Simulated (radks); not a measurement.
The numbers below are computed, except where a source is named.
Spherical quantum dot in the effective-mass picture: electrons in a hard-walled sphere of radius 9.1, with a point charge +1 (a donor) at the centre, all in effective atomic units (hartree* = m*/eps^2 hartree, bohr* = eps/m* bohr), one dielectric constant everywhere. Level of theory: non-relativistic Kohn-Sham, LDA (Slater exchange, Perdew-Wang correlation), spin-polarised, spherical densities (a radial shooting solver with Libxc functionals). Levels are named by radial order and angular momentum (1s, 1p, 1d, 2s, ...), and open shells are averaged over m. Results are scaled to m* = 0.158 and eps = 13.6, for which hartree* = 23.25 meV and bohr* = 4.555 nm.

N = 11, configuration 1s2 1p6 1d(up 2, down 0) 2s(up 1, down 0). This is the lowest configuration that the search found. Occupied and some empty levels:

level    occupation  eigenvalue (meV)  <r> (nm)
1s up             1            30.934     17.36
1s down           1            31.694     26.92
1p up             3            32.172     29.34
2s up             1            32.240     19.66
1p down           3            32.490     29.33
1d up             2            33.404     30.18
1d down           0            33.724     30.15
2s down           0            34.377     12.36
1f up             0            35.105     30.86
1f down           0            35.427     30.85
1g up             0            37.240     31.46
1g down           0            37.565     31.46
2p up             0            38.962     20.45
2p down           0            39.388     21.05

Energy (meV): total 157.680, kinetic 49.735, external -60.392, Hartree 210.85, exchange-correlation -42.509.

Electron density:

r (nm)  n(r) (e/nm^3)
1.14         0.001909
3.21        0.0007737
5.27        0.0003234
7.34        0.0001411
9.40       0.00006637
11.5       0.00003584
13.5       0.00002453
15.6       0.00002238
17.7       0.00002525
19.7       0.00003137
21.8       0.00003974
23.9       0.00004923
25.9       0.00005813
28.0       0.00006412
30.1       0.00006460
32.1       0.00005772
34.2       0.00004380
36.2       0.00002609
38.3       0.00001020
40.4        1.194e-06
